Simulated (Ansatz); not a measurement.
Coupled-cluster run, C2H5BrOSi, SMILES `O[Si]1(Br)CC1`.

```yaml
crystal:
  periodic: [false, false, false]
  atoms:
    - {symbol: O, position_ang: [-1.394074, 0.093622, 1.558163]}
    - {symbol: Si, position_ang: [-0.167077, -0.411404, 0.610751]}
    - {symbol: Br, position_ang: [0.668438, -2.324489, 1.334872]}
    - {symbol: C, position_ang: [-0.060816, -0.028718, -1.160910]}
    - {symbol: C, position_ang: [0.890857, 0.810998, -0.197010]}
    - {symbol: H, position_ang: [-2.065023, -0.547670, 1.799772]}
    - {symbol: H, position_ang: [-0.843363, 0.549223, -1.643979]}
    - {symbol: H, position_ang: [0.448448, -0.694811, -1.850080]}
    - {symbol: H, position_ang: [0.651905, 1.867932, -0.123469]}
    - {symbol: H, position_ang: [1.953705, 0.634118, -0.325209]}
basis:
  gaussian: {orbitals: def2-TZVPP}
correlation: {method: ccsd_t}
```

```sh
$ ansatz run in.yaml --threads 4 --pin off --events-out ev --progress --plain --max-ram 10444MiB
```

Output of Ansatz, abridged:

```
Functional definition: HF
1535 factors; integrals over basis functions are off by at most 1.1e-3 eV
mean field evaluation 1: about -82037.5587 eV, gradient 4.5e1 eV
mean field evaluation 2: about -82037.8603 eV, gradient 4.5e1 eV
mean field evaluation 4: about -82042.1262 eV, gradient 3.9e0 eV
mean field evaluation 8: about -82042.1908 eV, gradient 2.6e-1 eV
mean field evaluation 16: about -82042.1911 eV, gradient 9.9e-7 eV
mean field -82042.19108635 eV, -3014.9949122289 hartree, gradient 9.9e-7 eV, S^2 0.000000; 0 other end points of the search recorded, 0 dependent functions left out
17 core orbitals not correlated: weight in the atoms' cores, before any rotation towards them, 1.000 or more for the frozen orbitals, at most 0.000 for the correlated occupied ones
reference -82042.19108635 eV, -3014.9949122289 hartree; 20, 20 occupied and 216, 216 virtual orbitals, 1535 factors
second order -26.36037383 eV of doubles, -0.00000000 eV of singles
cycle   1  -26.49674915 eV  change   -1.4e-1 eV  update   1.0e-1
cycle   2  -27.07461531 eV  change   -5.8e-1 eV  update   2.8e-2
cycle   3  -27.18109538 eV  change   -1.1e-1 eV  update   1.3e-2
cycle   4  -27.16911150 eV  change    1.2e-2 eV  update   2.9e-3
cycle   5  -27.16917455 eV  change   -6.3e-5 eV  update   1.2e-3
cycle   6  -27.16968821 eV  change   -5.1e-4 eV  update   3.3e-4
cycle   7  -27.16945639 eV  change    2.3e-4 eV  update   1.2e-4
cycle   8  -27.16944008 eV  change    1.6e-5 eV  update   3.8e-5
perturbative correction -1.07890072 eV, -0.0396488702 hartree
Total energy: -82070.43942715 eV, -3016.0330196061 hartree
```

Hardware: 4 threads of an Arm Neoverse V2 on a shared host. Wall time 3.1 min, peak host memory 5.7 GiB.

Correlation energy per correlated electron: -0.706 eV. T1 diagnostic: 0.0093.
